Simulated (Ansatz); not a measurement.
Computed with Ansatz on PBE0-D4/def2-TZVP structures; ΔE is electronic, products minus reactants. CCSD(T)/CBS adds triple-zeta CCSD(T) − MP2 to the extrapolated MP2 energy (def2 sets, frozen cores). Functionals use def2-TZVPP. For Ga outer-core shells are correlated without core-valence functions, which leaves a few kJ/mol of doubt a bond. Scalar relativity is left out up to krypton. One conformer a species, not always the lowest.

Reaction (redistribution): `N[SiH2][GaH2]` + `SC1BO1` → `[GaH2][CH]1BO1` + `N[SiH2]S`

`N[SiH2][GaH2]`:

Cartesian coordinates in Å:
```
N 0.332 1.544 -0.526
Si 0.782 -0.005 0.093
Ga -1.206 -1.302 0.512
H -0.429 1.610 -1.182
H 1.036 2.237 -0.724
H 1.566 0.215 1.342
H 1.689 -0.807 -0.796
H -2.586 -0.909 -0.144
H -1.184 -2.584 1.425
```

`SC1BO1`:

Z-matrix (Å, degrees):
```
C
B 1 1.511
O 1 1.518 2 51.9
S 1 1.761 2 126.0 3 -98.7
H 1 1.085 2 122.0 3 92.1
H 2 1.184 1 157.1 3 175.2
H 4 1.343 1 98.1 2 -20.4
```

`[GaH2][CH]1BO1`:

Z-matrix (Å, degrees):
```
C
B 1 1.521
O 1 1.536 2 51.2
Ga 1 1.952 2 124.0 3 99.5
H 1 1.091 2 115.3 3 -96.5
H 2 1.184 1 157.1 3 179.2
H 4 1.566 1 119.1 2 -45.4
H 4 1.568 1 118.4 2 132.1
```

`N[SiH2]S`:

```xyz
8

N     0.750    0.883    0.839
Si   -0.112   -0.421    0.157
S    -0.460   -0.123   -1.945
H     1.743    0.818    0.981
H     0.444    1.837    0.740
H    -1.455   -0.591    0.768
H     0.721   -1.623    0.407
H    -1.631   -0.780   -1.946
```

```json
{"level": "PBE0", "ΔE (kJ/mol)": "-82.1"}
{"level": "CCSD/def2-SVP", "ΔE (kJ/mol)": "-85.2"}
```

**Question.** What does CCSD(T)/CBS give? (Best estimate.)

**Answer.** Ansatz gave: -94.7 kJ/mol. The listed levels differ from it by 12.6, 9.5 kJ/mol.

Largest T1 diagnostic among the species: 0.016.

Leaving LDA and LC-ωPBE aside and taking each functional with its dispersion term where it has one, the values, not all of them listed here, spread over 15.6 kJ/mol, from PBE-QIDH to revPBE-D4. From BLYP to BHLYP (50 % exact exchange), in def2-TZVPP and without D4, ΔE moves by −10.8 kJ/mol. At CCSD(T), def2-SVP lies +11.1 kJ/mol from the extrapolated value and def2-TZVPP +2.8 kJ/mol.
